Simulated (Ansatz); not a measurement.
CsF, singlet, geometry from GFN2-xTB (such geometries of metal compounds can be far from the true shape) (core potentials on Cs); BHLYP/def2-SVP run with Ansatz (a program for electronic structure).

The Ansatz input:
Ansatz 0.2 input:
```yaml
crystal:
  periodic: [false, false, false]
  atoms:
    - {symbol: Cs, position_ang: [-0.00000000, -0.00000000, -0.32413647]}
    - {symbol: F, position_ang: [0.00000000, 0.00000000, 1.98083399]}
basis:
  gaussian:
    orbitals: def2-SVP
hamiltonian:
  xc: {name: BHLYP}
```

Question: What does Ansatz print? Leave out banner, timings and long lists.

Answer: 
```
Functional definition: BHLYP
355 factors; integrals over basis functions are off by at most 5.3e-4 eV
mean field evaluation 1: about -3257.8167 eV, gradient 4.5e1 eV
mean field evaluation 2: about -3239.4863 eV, gradient 1.1e2 eV
mean field evaluation 4: about -3261.4245 eV, gradient 6.9e-1 eV
mean field evaluation 8: about -3261.4255 eV, gradient 1.4e-2 eV
mean field evaluation 16: about -3261.4255 eV, gradient 6.1e-6 eV
mean field -3261.42552732 eV, -119.8551774554 hartree, gradient 6.1e-6 eV, S^2 0.000000; 0 other end points of the search recorded, 0 dependent functions left out
reference -3261.42566553 eV, -119.8551825347 hartree; 9, 9 occupied and 29, 29 virtual orbitals, 355 factors
Total energy: -3261.42566553 eV, -119.8551825347 hartree
```
